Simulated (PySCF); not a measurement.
C₄H₆AlBr.
SMILES: `[Br][Al]1[CH2]C=C[CH2]1`

Computed, not measured: PySCF 2.14.0, PBE0-D3(BJ)/def2-SVP geometry optimisation, gas phase.

Masses are those of the commonest isotopes; rigid-rotor values at the optimised geometry. 

(1) Give the principal moments of inertia and the rotational constants in MHz.

(2) Classify the top.

(3) What does the inertial defect say?

(4) Give the coordinates in the principal-axis frame, origin at the centre of mass.

(5) List the rotational levels J(Ka,Kc) to J = 2 (cm⁻¹).

(6) Which types of transition are allowed, and where do some lines up to J = 2 fall?

Answers

(1) Ia = 88.66, Ib = 593.34, Ic = 675.77 u·Å²; 505379 MHz·u·Å²/I gives A = 5700, B = 851.7, C = 747.9 MHz.

(2) A near-prolate asymmetric top. Ray's parameter κ = (2B − A − C)/(A − C) = -0.958; −1 is the prolate and +1 the oblate limit.

(3) Not planar: Δ = Ic − Ia − Ib = -6.23 u·Å². For a rigid frame Δ = −2 Σ m c², so Σ m c² = 3.12 u·Å² lies off the ab plane: 3.11 from hydrogen and 0.01 from heavier atoms. The atom farthest from that plane is 0.90 Å away.

(4) The sense of each axis is arbitrary; atoms in the order of the calculation.
| atom | mass (u) | a (Å) | b (Å) | c (Å) |
| --- | --- | --- | --- | --- |
| Br1 | 78.918 | 1.788 | 0.000 | -0.002 |
| Al2 | 26.982 | -0.466 | 0.002 | 0.007 |
| C3 | 12.000 | -1.736 | 1.487 | 0.010 |
| C4 | 12.000 | -3.008 | 0.672 | -0.010 |
| C5 | 12.000 | -3.006 | -0.676 | -0.012 |
| C6 | 12.000 | -1.731 | -1.486 | 0.010 |
| H7 | 1.008 | -1.669 | 2.163 | -0.861 |
| H8 | 1.008 | -1.683 | 2.146 | 0.895 |
| H9 | 1.008 | -3.971 | 1.197 | -0.024 |
| H10 | 1.008 | -3.968 | -1.204 | -0.028 |
| H11 | 1.008 | -1.662 | -2.171 | -0.854 |
| H12 | 1.008 | -1.675 | -2.137 | 0.902 |

(5) Above 0(0,0):
J = 1: 1(0,1) 0.0534, 1(1,1) 0.2151, 1(1,0) 0.2186
J = 2: 2(0,2) 0.1600, 2(1,2) 0.3183, 2(1,1) 0.3287, 2(2,1) 0.8139, 2(2,0) 0.8140
The levels of one J sum to (2J + 1)J(J + 1)(A + B + C)/3.

(6) The dipole components are |μa| = 1.12 D, |μb| = 0.01 D, |μc| = 0.02 D. Intensities carry the squares of the components, which stand as 1.00 : 0.00 : 0.00 (a : b : c). Some of the stronger lines:

```json
{"type": "a", "branch": "Q", "J(Ka,Kc)": "2(1,1) ← 2(1,2)", "MHz": "312", "lower level (cm⁻¹)": "0.318"}
{"type": "a", "branch": "R", "J(Ka,Kc)": "1(0,1) ← 0(0,0)", "MHz": "1600", "lower level (cm⁻¹)": "0.000"}
{"type": "a", "branch": "R", "J(Ka,Kc)": "2(1,2) ← 1(1,1)", "MHz": "3095", "lower level (cm⁻¹)": "0.215"}
{"type": "a", "branch": "R", "J(Ka,Kc)": "2(0,2) ← 1(0,1)", "MHz": "3198", "lower level (cm⁻¹)": "0.053"}
{"type": "a", "branch": "R", "J(Ka,Kc)": "2(1,1) ← 1(1,0)", "MHz": "3303", "lower level (cm⁻¹)": "0.219"}
```

Stationary, but not proved a minimum. Constants of a rigid frame at the computed geometry: no zero-point averaging, no centrifugal distortion. Quadrupole hyperfine structure (27Al, 79Br) is left out.

The run took 2.9 min on an Arm Neoverse V1 with one thread, on a shared host, and the process peaked at 0.53 GiB of memory. These figures are those of the optimisation.
